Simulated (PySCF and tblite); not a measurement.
The numbers below are computed, except where a source is named.
C₆H₁₀BrN, numbered as in [CH3:1][C@H:2]([Br:3])[CH2:4][C@H:5]([CH3:6])[C:7]#[N:8].

Free energies: PBE0-D3(BJ)/def2-SVP (IEF-PCM, methanol) on GFN2-xTB structures plus GFN2-xTB thermal terms, symmetry and mirror images included. Conformers within 2.5 kcal/mol (GFN2-xTB free energy) were kept, 4 at most. Of two unlike H on one atom, a is the less shielded (B97-2/pcSseg-1 (IEF-PCM, methanol)). (PySCF 2.14, tblite 0.8.)

An NOE distance is ⟨r⁻⁶⟩^(−1/6) over all pairs of like atoms and, for the average, over conformers.

Torsions listed: Br3–C2–C4–C5, C2–C4–C5–C6.

```
conformer        shape  weight %
        1   66°, -177°      92.4
        2   176°, -62°       5.0
        3  169°, -162°       2.5
```

Q: Which H–H contacts under 3.5 Å would NOEs report (pairs on one atom left out) at 298.15 K?

A: 
```json
{"pair": "H4b ··· H5", "in 1 (Å)": "2.52", "in 2 (Å)": "3.06", "in 3 (Å)": "2.60", "average (Å)": "2.54"}
{"pair": "H2 ··· H4a", "in 1 (Å)": "2.55", "in 2 (Å)": "3.06", "in 3 (Å)": "3.06", "average (Å)": "2.57"}
{"pair": "H5 ··· H6", "in 1 (Å)": "2.60", "in 2 (Å)": "2.61", "in 3 (Å)": "2.61", "average (Å)": "2.60"}
{"pair": "H1 ··· H2", "in 1 (Å)": "2.61", "in 2 (Å)": "2.61", "in 3 (Å)": "2.61", "average (Å)": "2.61"}
{"pair": "H1 ··· H4a", "in 1 (Å)": "2.83", "in 2 (Å)": "2.91", "in 3 (Å)": "2.89", "average (Å)": "2.84"}
{"pair": "H4b ··· H6", "in 1 (Å)": "2.85", "in 2 (Å)": "2.91", "in 3 (Å)": "2.72", "average (Å)": "2.85"}
{"pair": "H2 ··· H5", "in 1 (Å)": "2.98", "in 2 (Å)": "3.22", "in 3 (Å)": "2.45", "average (Å)": "2.96"}
{"pair": "H4a ··· H6", "in 1 (Å)": "2.94", "in 2 (Å)": "3.93", "in 3 (Å)": "3.06", "average (Å)": "2.96"}
{"pair": "H2 ··· H4b", "in 1 (Å)": "3.06", "in 2 (Å)": "2.49", "in 3 (Å)": "2.51", "average (Å)": "2.97"}
{"pair": "H1 ··· H4b", "in 1 (Å)": "2.96", "in 2 (Å)": "3.92", "in 3 (Å)": "3.91", "average (Å)": "2.99"}
{"pair": "H4a ··· H5", "in 1 (Å)": "3.06", "in 2 (Å)": "2.50", "in 3 (Å)": "3.06", "average (Å)": "3.00"}
```

Longer pairs under the limit may be missing.

Q: In a model where alignment follows shape alone (order matrix 0.002 × (3G/tr G − 1)/2, G the second moments of the atom positions; splitting J + 2D), what are the one-bond C–H dipolar couplings D?

A: H1 4.0 Hz (4.4 in conformer 1), H2 10.5 Hz (10.5 in conformer 1), H4a 14.2 Hz (14.5 in conformer 1), H4b 10.6 Hz (11.0 in conformer 1), H5 14.0 Hz (14.3 in conformer 1), H6 3.6 Hz (3.8 in conformer 1).
